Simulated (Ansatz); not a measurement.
Reactions of C$_{8}$H$_{18}$, SMILES `CCCC(C)C(C)C`.

Gas-phase electronic energies from Ansatz, PBE0-D4/def2-TZVP geometries. CCSD(T)/CBS adds triple-zeta CCSD(T) − MP2 to the extrapolated MP2 energy (def2 sets, frozen cores). This one scheme is used for every species, atoms too. Open shells (•) are unrestricted, without spin–orbit coupling. Spin–orbit coupling would lower the free atoms: a little for C. One conformer a species, not always the lowest.

Order these by ΔE at CCSD(T)/CBS, lowest first. (Estimate.)
A. `CCCC(C)C(C)C` → 8 C• + 18 H•
B. `CCCC(C)C(C)C` → `CCC(C)C(C)C` + `[CH2]` (triplet)
C. `CCCC(C)C(C)C` + `[SiH3]N[SiH2]Cl` → `CN([SiH3])[SiH2]Cl` + `CCC(C)C(C)C`
D. `CCCC(C)C(C)C` → `CC(C)(C)C(C)(C)C`
E. `CCCC(C)C(C)C` + `C#CF` → `CCC#CF` + `CC(C)C(C)C`
F. `CCCC(C)C(C)C` + H₂ → `CC(C)C(C)C` + `CC`

F (-0.62 eV), E (-0.18 eV), D (-0.06 eV), C (+0.42 eV), B (+4.53 eV), A (+107.52 eV).

Largest T1 diagnostic: 0.013, for `C#CF`.
